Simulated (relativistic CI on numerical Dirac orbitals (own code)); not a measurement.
# How well does a small relativistic CI reproduce Mg⁺?

Method of calculation: Dirac-Coulomb-Breit CI, orbitals from a KLI potential per configuration, a model potential for QED, valence Slater integrals scaled by 0.85, configuration energies shifted to the measured levels that pair with them (semi-empirical) (own radial code, finite nucleus).

Configurations in the expansion (outside the closed core [Ne]): 3s, 3p, 4s, 3d, 4p, 5s, 4d, 4f, 5p, 6s, 5d, 5g, 5f. Levels of other configurations are missing.

```
Configuration  Term (tabulated)    J  Measured (cm⁻¹)  Computed  Error  Purity (%)
           3s                2S  1/2              0.0         0      0         100
           3p               2P°  1/2          35669.3     35673      4         100
           3p               2P°  3/2          35760.9     35757     -4         100
           4s                2S  1/2          69804.9     69805      0         100
           3d                2D  5/2          71490.2     71490      0         100
           3d                2D  3/2          71491.1     71491      0         100
           4p               2P°  1/2          80619.5     80621      2         100
           4p               2P°  3/2          80650.0     80648     -2         100
           5s                2S  1/2          92790.5     92791      0         100
           4d                2D  5/2          93310.6     93310      0         100
           4d                2D  3/2          93311.1     93311      0         100
           4f               2F°  5/2          93799.6     93800      0         100
           4f               2F°  7/2          93799.8     93800      0         100
           5p               2P°  1/2          97455.1     97456      1         100
           5p               2P°  3/2          97468.9     97468     -1         100
           6s                2S  1/2         103196.8    103197      0         100
```

Measured levels from NIST Handbook of Basic Atomic Spectroscopic Data (Sansonetti and Martin, J. Phys. Chem. Ref. Data 34, 1559 (2005)); pairs were made by configuration, J and term (by order where the table uses no LS term), so strongly mixed levels may be paired wrongly.

Mean error by configuration (cm⁻¹): 3p 0; 4s 0; 3d 0; 4p 0; 5s 0; 4d 0; 4f 0; 5p 0; 6s 0. Over the excited levels the mean absolute error is 1 cm⁻¹ (15 of the 15 excited levels that our extract of the source holds in range could be paired), and the median relative error of those above 1,000 cm⁻¹ is 0.00049 %, both after the shifts were fitted to these levels, so that a configuration with one level shows no error.

Configurations whose levels could be paired with our table of measured levels were shifted onto them, all but the ground configuration, by the median error of their levels; single terms can still be off by 1,000 to 2,000 cm⁻¹ or more, and rates follow the energies as ν³ (E1, M1) or ν⁵ (E2). The others borrow a shift and can be off by several thousand cm⁻¹ or more. The fine structure of a lone outer electron comes out too small, for d and f at times inverted, and misplaced configurations move strength between like terms. 15 of the 15 excited levels that our extract of the measured tables holds in this range could be paired (the sources list more); they are missed by 1 cm⁻¹ on average and 4 at most, after the shifts were fitted to these levels, and levels without a partner can miss by more.

Shifts applied (cm⁻¹): 3s 0; 3p 881; 4s 642; 3d 1573; 4p 564; 5s 551; 4d 640; 4f -1035; 5p 367; 6s 260.
